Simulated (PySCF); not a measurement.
**Frontier orbitals and the lowest excitations**

4-fluorothioanisole, C7H7FS.
Z-matrix (Å and degrees, GFN2-xTB geometry), rows numbered from 1:
```
C 
S   1  1.8152
C   2  1.7652  1  104.17
C   3  1.3886  2  124.15  1    -0.29
C   4  1.3842  3  119.95  2   179.77
C   5  1.3812  4  119.29  3     0.29
F   6  1.3507  5  119.15  4   179.88
C   6  1.3849  5  121.67  4    -0.21
C   8  1.3788  6  118.73  5    -0.03
H   1  1.0860  2  110.13  3    61.81
H   1  1.0860  2  110.05  3   -61.48
H   1  1.0856  2  105.48  3  -179.84
H   4  1.0777  3  121.25  2    -0.14
H   5  1.0785  4  120.83  3  -179.63
H   8  1.0782  6  119.95  5  -179.93
H   9  1.0790  3  119.06  2    -0.12
```

The calculation used PySCF, TDDFT PBE0/def2-SVPD, vertical, gas phase, core orbitals frozen in the response.

Kohn–Sham orbitals with the atoms that hold most of them (Löwdin shares over 4%, at most four atoms; ? is withheld):

```tsv
orbital	ε (eV)	atoms
LUMO+2	0.36	S2 45%, C1 17%, H10 8%, H11 8%
LUMO+1	-0.28	C3 22%, C6 19%, C4 12%, C8 10%
LUMO	?	?
HOMO	-6.13	S2 43%, C3 12%, C6 10%, C9 7%
HOMO-1	-7.83	?
HOMO-2	-8.32	S2 25%, C3 17%, C6 14%, C5 11%
HOMO-3	-9.29	S2 57%, C1 14%, C3 12%, C4 5%
```

**Question.** Give the leading atoms of the LUMO.

**Answer.** C9 (bonded to 2 C and H) 20%; C5 (bonded to 2 C and H) 19%; C8 (bonded to 2 C and H) 18%; C4 (bonded to 2 C and H) 17%.

**Question.** Give the leading atoms of the HOMO-1.

**Answer.** C8 (bonded to 2 C and H) 22%; C4 (bonded to 2 C and H) 21%; C9 (bonded to 2 C and H) 20%; C5 (bonded to 2 C and H) 18%.

**Question.** What is the LUMO energy, and the HOMO–LUMO gap?

**Answer.** ε(LUMO) = -0.66 eV; the gap is 5.47 eV (0.2009 hartree).

**Question.** The HOMO–LUMO gap is 5.47 eV. Where does the response calculation put the lowest singlet, and from which orbitals?

**Answer.** S1 is at 4.49 eV (f = 0.020), 0.98 eV below the gap, made of HOMO→LUMO (94%). Without the coupling terms of the response equations the lowest excitation would equal the gap.

**Question.** One configuration dominates each of S1 and S2. Which, and how do the shares of the two leading atoms of either orbital change from the occupied to the empty one?

**Answer.** 
- S1 (4.49 eV, f 0.020), HOMO→LUMO (94%): S2 43% → at most 17%, C3 12% → at most 17%, C9 7% → 20%, C5 at most 7% → 19%
- S2 (5.17 eV, f 0.246), HOMO→LUMO+1 (94%): S2 43% → at most 10%, C3 12% → 22%, C6 10% → 19%

Löwdin shares depend on the basis, the more so with diffuse functions.

One conformer stands for the species.
